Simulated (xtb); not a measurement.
F6Si2, triplet, at the geometry of the source list (a higher spin typed on purpose: for a closed-shell molecule this is an excited state); GFN-FF in xtb 6.7.1.

Input for xtb:
```
$ xtb mol.xyz --gfnff --uhf 2 --json

# file mol.xyz
8

F      1.90460000    -0.27700000    -1.23620000
Si     1.11560000    -0.06470000     0.11950000
F      1.77810000     1.22330000     0.75800000
F      1.60380000    -1.25280000     1.04440000
Si    -1.11560000     0.06470000    -0.11950000
F     -1.60380000     1.25280000    -1.04440000
F     -1.77810000    -1.22330000    -0.75800000
F     -1.90460000     0.27700000     1.23620000
```

What the program printed (banner, timings and long lists left out):

```
   ID    Z sym.   atoms
    1    9 F      1, 3, 4, 6-8
    2   14 Si     2, 5

           -------------------------------------------------
          |                Calculation Setup                |
           -------------------------------------------------

          ==================== Thresholds ====================
          CN  :   150.00000
          rep :   500.00000
          disp:  2500.00000
          HB1 :   250.00000
          HB2 :   450.00000

          Pauling EN used:
          Z : 9  EN :  3.98
          Z :14  EN :  1.90
          electric field strengths (au): 0.000

           -------------------------------------------------
          |           Force Field Initialization            |
           -------------------------------------------------

          distances ...
          ----------------------------------------
          generating topology and atomic info file ...
          pair mat ...
          computing topology distances matrix with Floyd-Warshall algo ...
          making topology EEQ charges ...
          #fragments for EEQ constrain: 1
          ----------------------------------------
          generating topology and atomic info file ...
          pair mat ...
          computing topology distances matrix with Floyd-Warshall algo ...
          making topology EEQ charges ...
          #fragments for EEQ constrain: 1
          rings ...
          # BATM   18
          # H in HB   0

  atom   neighbors  erfCN metchar sp-hybrid imet pi  qest     coordinates
    1  F       1    0.98   0.00         0    0    0  -0.179    3.599172   -0.523454   -2.336079
    2  Si      4    3.48   0.01         3    0    0   0.537    2.108178   -0.122265    0.225822
    3  F       1    0.98   0.00         0    0    0  -0.179    3.360122    2.311702    1.432412
    4  F       1    0.98   0.00         0    0    0  -0.179    3.030743   -2.367449    1.973630
    5  Si      4    3.48   0.01         3    0    0   0.537   -2.108178    0.122265   -0.225822
    6  F       1    0.98   0.00         0    0    0  -0.179   -3.030743    2.367449   -1.973630
    7  F       1    0.98   0.00         0    0    0  -0.179   -3.360122   -2.311702   -1.432412
    8  F       1    0.98   0.00         0    0    0  -0.179   -3.599172    0.523454    2.336079

          #atoms :   8
          #bonds :   7
          #angl  :   12
          #tors  :   9
          #nmol  :   1
          #optfrag :   1
           -------------------------------------------------
          |                   G F N - F F                   |
          |          A general generic force-field          |
          |                  Version 1.0.3                  |
           -------------------------------------------------
          Number of HB bonds (bound hydrogen)     0
          Number of HB bonds (unbound hydrogen)   0
          Number of XB bonds                      0

         :::::::::::::::::::::::::::::::::::::::::::::::::::::
         ::                     SUMMARY                     ::
         :::::::::::::::::::::::::::::::::::::::::::::::::::::
         :: total energy              -0.670906696468 Eh    ::
         :: gradient norm              0.046956614001 Eh/a0 ::
         ::.................................................::
         :: bond energy               -0.619187782133 Eh    ::
         :: angle energy               0.011771433910 Eh    ::
         :: torsion energy             0.000000000000 Eh    ::
         :: repulsion energy           0.072872585219 Eh    ::
         :: electrostat energy        -0.133927502262 Eh    ::
         :: dispersion energy         -0.003567109096 Eh    ::
         :: HB energy                  0.000000000000 Eh    ::
         :: XB energy                  0.000000000000 Eh    ::
         :: bonded atm energy          0.001131677893 Eh    ::
         :: external energy            0.000000000000 Eh    ::
         :: add. restraining           0.000000000000 Eh    ::
         :: total charge               0.000000000000 e     ::
         :::::::::::::::::::::::::::::::::::::::::::::::::::::

           -------------------------------------------------
          |                Property Printout                |
           -------------------------------------------------

molecular dipole:
                 x           y           z       tot (Debye)
 q only:        0.000       0.000       0.000       0.000

           -------------------------------------------------
          | TOTAL ENERGY               -0.670906696468 Eh   |
          | GRADIENT NORM               0.046956614001 Eh/α |
           -------------------------------------------------
########################################################################
[WARNING] Runtime exception occurred
-1- gfnff_setup: Could not read topology file.
########################################################################

normal termination of xtb
```
